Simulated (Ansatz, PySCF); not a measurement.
Reaction (SMILES): C=C(C)C[Se]C [2-methyl-3-methylselanylprop-1-ene] + 6 [H][H] (H2) -> 5 C (CH4) + [SeH2] (H2Se)
Geometries: B3LYP-D3(BJ)/def2-TZVP minima from Ansatz (a program for electronic structure), one conformer each, not searched for the lowest. Frequencies are from Ansatz or PySCF.

Wanted: energy of full hydrogenation (0 K, with B3LYP-D3(BJ) harmonic zero-point energies), in kcal/mol. Valence correlation only, unless marked. Spin-orbit coupling is left out. Frozen are the shells of the preceding noble gas and the d and f shells that filled before the atom's block. No relativistic terms. CBS(X,Y): correlation extrapolated as X^-3; Hartree-Fock from the larger set.

```json
[
 {"level": "HF/aug-cc-pVTZ", "program": "Ansatz", "energy of full hydrogenation (kcal/mol)": "-116.7"},
 {"level": "revPBE-D4/def2-TZVPD", "program": "Ansatz + dftd4", "energy of full hydrogenation (kcal/mol)": "-79.8"},
 {"level": "PBE0/def2-SVP", "program": "Ansatz", "energy of full hydrogenation (kcal/mol)": "-107.4"},
 {"level": "r2SCANh-D4/def2-TZVPD", "program": "Ansatz + dftd4", "energy of full hydrogenation (kcal/mol)": "-95.2"}
]
```

Problem. Estimate the value at CCSD(T)/CBS(cc-pVTZ,cc-pVQZ) as computed with Ansatz.

Solution. -92.2 kcal/mol
